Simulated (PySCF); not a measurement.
Job for PySCF: R-B3LYP/6-31G* on CH7NSi (SMILES CN[SiH3]).

```python
from pyscf import gto, scf, dft, mp
from pyscf.data.elements import chemcore

mol = gto.M(
    atom='''
    C    -1.39657689    0.14543626    0.07459119
    N    -0.17437475   -0.55663190   -0.28981671
    Si    1.39994927    0.02096794    0.08998212
    H    -1.67484081    0.93825107   -0.63091223
    H    -2.23464454   -0.55098842    0.15086752
    H    -1.27128754    0.60761618    1.05606241
    H    -0.27568432   -1.14530875   -1.10185227
    H     2.36696291   -1.01574367   -0.33882189
    H     1.48192343    0.24975538    1.55318030
    H     1.77857323    1.30664591   -0.56328049
    ''',
    basis='6-31g*',
    cart=True,
    charge=0, spin=0, verbose=3, max_memory=1800)
mf = dft.RKS(mol, xc='b3lyp')
mf.conv_tol = 1e-8
mf.max_cycle = 100
mf.kernel()
if not mf.converged:
    mf = mf.newton().run(mf.mo_coeff, mf.mo_occ)
```

The log:

```
converged SCF energy = -386.566157725486
```

The run converged.

Cost: very roughly 5 core-seconds.
